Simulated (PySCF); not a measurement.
Structure problem from calculated spectra and properties.

Formula: C8H8BN3OS.

| Quantity | Value |
| --- | --- |
| NMR, other nuclei | isotropic shieldings of nuclei other than C and H, by class: 75 (1 B), -79 (1 N), 41 (1 N), 129 (1 N), 211 (1 O), 294 (1 S) ppm [GIAO B97-2/pcSseg-1] |
| Dipole | 6.11 D [CAM-B3LYP/def2-SVPD] |
| UV, strongest line | among the 10 lowest singlet transitions: S2 at 4.21 eV (294 nm, f = 0.324) [TDDFT CAM-B3LYP/def2-SVPD] |
| Rotational structure | rotational constants A, B, C: 1.487, 0.392, 0.313 GHz [PBE0-D3(BJ)/def2-SVP] |
| Triplet | lowest triplet excitation (Tamm–Dancoff): 3.00 eV [TDA CAM-B3LYP/def2-SVPD] |
| 13C NMR | chemical shifts (computed TMS as zero) by class: 186.0 (1 C), 136.2 (1 C), 134.6 (1 C), 134.2 (1 C), 131.6 (1 C), 131.5 (1 C), 131.1 (1 C), 130.0 (1 C) ppm [GIAO B97-2/pcSseg-1] |
| Polarisability | 163.3 au [CAM-B3LYP/def2-SVPD] |
| UV, first state | lowest singlet excitation: 3.27 eV (379 nm, f = 0.001) [TDDFT CAM-B3LYP/def2-SVPD] |
| 1H NMR | chemical shifts (computed TMS as zero) by class: 8.66 (1 H), 7.80 (1 H), 7.74 (1 H), 7.67 (1 H), 7.64 (1 H), 7.64 (1 H), 5.91 (1 H), 5.26 (1 H) ppm [GIAO B97-2/pcSseg-1] |

Electronic properties: PySCF, gas phase, density fitting. Levels stand in brackets. The structure is a single PBE0-D3(BJ)/def2-SVP conformer in the gas phase; no vibrational or solvent corrections. NMR values are class means; diastereotopic atoms form classes of their own.

**Question.** Propose a structure and show how it fits.

**Answer.** Numbering: `[NH2:1][C:2](=[S:3])[N:4]1[N:5]=[CH:6][c:7]2[cH:8][cH:9][cH:10][cH:11][c:12]2[B:13]1[OH:14]`. 8 carbons fall into 8 classes; from least to most shielded: thiocarbonyl carbon [C2] (186.0 ppm), unsaturated ring CH carbon [C6] (136.2 ppm), substituted aromatic carbon [C7] (134.6 ppm), aromatic CH carbon [C9] (134.2 ppm), aromatic CH carbon [C10] (131.6 ppm), aromatic CH carbon [C11] (131.5 ppm), substituted aromatic carbon [C12] (131.1 ppm), aromatic CH carbon [C8] (130.0 ppm). Hydrogen classes from least to most shielded: 1 H on a nitrogen bound to a thiocarbonyl carbon, N1 (8.66 ppm), 1 H on an aromatic CH carbon, C11 (7.80 ppm), 1 H on an aromatic CH carbon, C9 (7.74 ppm), 1 H on an aromatic CH carbon, C10 (7.67 ppm), 1 H on an unsaturated ring CH carbon, C6 (7.64 ppm), 1 H on an aromatic CH carbon, C8 (7.64 ppm), 1 H on a nitrogen bound to a thiocarbonyl carbon, N1 (5.91 ppm), 1 H on a boron-bound oxygen, O14 (5.26 ppm). The other shieldings belong to: 75 ppm, ring boron [B13]; -79 ppm, ring nitrogen [N5]; 41 ppm, nitrogen bound to a thiocarbonyl carbon [N4]; 129 ppm, nitrogen bound to a thiocarbonyl carbon [N1]; 211 ppm, boron-bound oxygen [O14]; 294 ppm, thiocarbonyl sulfur [S3]. The optimised geometry has point group C1 and is an asymmetric top. Structure: `NC(=S)N1N=Cc2ccccc2B1O`. The assignments are read from this structure; whether some other isomer fits the data as well wasn't checked.

The values belong to the conformer `[NH2:1][C:2](=[S:3])[N:4]1[N:5]=[CH:6][c:7]2[cH:8][cH:9][cH:10][cH:11][c:12]2[B:13]1[OH:14]`: N1–C2–N4–N5 14°, H–N1–C2–S3 6°, H–N1–C2–S3 170°, H–O14–B13–C12 -1°.
